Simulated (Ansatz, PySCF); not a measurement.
Breaking the Si1–H2 bond in FHSi (SMILES F[SiH]) (multiplicity 1 held, fragments rigid). Energies count from the point at 1.538 Å.
Geometry at that point (charge 0, multiplicity 1):
| atom | x (Å) | y (Å) | z (Å) |
|---|---|---|---|
| Si | -0.2073 | -0.3454 | 0.4496 |
| H | -1.0031 | -1.1949 | -0.5558 |
| F | 0.4339 | 0.6700 | -0.6376 |

```csv
level,energy at R = 4.922 Å (kcal/mol),cost
R-HF/6-31G*,153.04,-
R-HF/cc-pV(T+d)Z,144.42,-
U-PBE/cc-pV(T+d)Z,73.30,-
U-r2SCAN/cc-pV(T+d)Z,74.13,-
R-B3LYP/6-31G*,108.26,-
U-B3LYP/6-31G*,75.59,-
U-B3LYP/cc-pV(T+d)Z,76.25,-
R-wB97X-V/cc-pV(T+d)Z,133.79,×2
U-wB97X-V/cc-pV(T+d)Z,77.17,-
R-MP2/6-31G*,97.22,-
U-CCSD/cc-pV(T+d)Z,76.44,-
"CASSCF(2,2)/cc-pV(T+d)Z",68.98,-
"SC-NEVPT2 on CASSCF(2,2)/cc-pV(T+d)Z",71.53,-
"FIC-MRCISD+Q on CASSCF(2,2)/cc-pV(T+d)Z",76.60,-
```

The rows run from 68.98 (CASSCF(2,2)/cc-pV(T+d)Z) to 153.04 kcal/mol (R-HF/6-31G*). The 4 U-functionals in cc-pV(T+d)Z without D3 or D4 span 3.87, from U-PBE to U-wB97X-V.

Restricted levels (R-, RO-) in cc, def2 and unpolarised 6-31G sets keep to the state of the molecule at rest. Unrestricted levels (U-) break spin symmetry where that is lower. Active spaces are followed from a long bond inwards. Levels need not reach the same state.

Correlated levels freeze the cores. Rows in 6-31G* carry no dispersion term and start afresh at each structure (6-31G* with six Cartesian d functions). MP2/6-31G* freezes PySCF's default core.

Doubts at one or more of the structures used: a restricted determinant that unrestricted orbitals would lower (R-HF/6-31G*, R-HF/cc-pV(T+d)Z, R-B3LYP/6-31G*, R-wB97X-V/cc-pV(T+d)Z, R-MP2/6-31G*); a spin-contaminated determinant (U-PBE/cc-pV(T+d)Z, U-r2SCAN/cc-pV(T+d)Z, U-B3LYP/6-31G*, U-B3LYP/cc-pV(T+d)Z, U-wB97X-V/cc-pV(T+d)Z, U-CCSD/cc-pV(T+d)Z); T1 above 0.05 (U-CCSD/cc-pV(T+d)Z).

Programs: Ansatz (a first-principles code) with Gaussian orbitals; PySCF for 6-31G* rows. Values without a source in brackets are computed.

Costs are rough ratios of core time to R-PBE/cc-pV(T+d)Z (about 0.6 s over the structures, on one shared machine); a dash marks a level with no comparable run of its own.
